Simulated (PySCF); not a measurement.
A structure optimised at PBE-D3(BJ)/def2-SVP, used in a PySCF frequency run:

```xyz
12

C      2.3442    -0.0916     0.0000
C      1.0086    -0.2627     0.0000
I     -0.3086     1.4052     0.0000
C      0.4381    -1.6527     0.0000
O      1.1342    -2.6536     0.0000
O     -0.9083    -1.6709     0.0000
C     -1.5020    -2.9745     0.0000
H      2.9805    -0.9917     0.0000
H      2.8129     0.9020     0.0000
H     -1.1928    -3.5460     0.8983
H     -1.1928    -3.5460    -0.8983
H     -2.5940    -2.8118     0.0000
```
Charge 0, spin multiplicity 1.

Write its SMILES, formula and point group.

C=C(I)C(=O)OC, C₄H₅IO₂, Cs

What are its rotational constants (standard atomic weights)?

2.8056, 0.87324, 0.66883 GHz
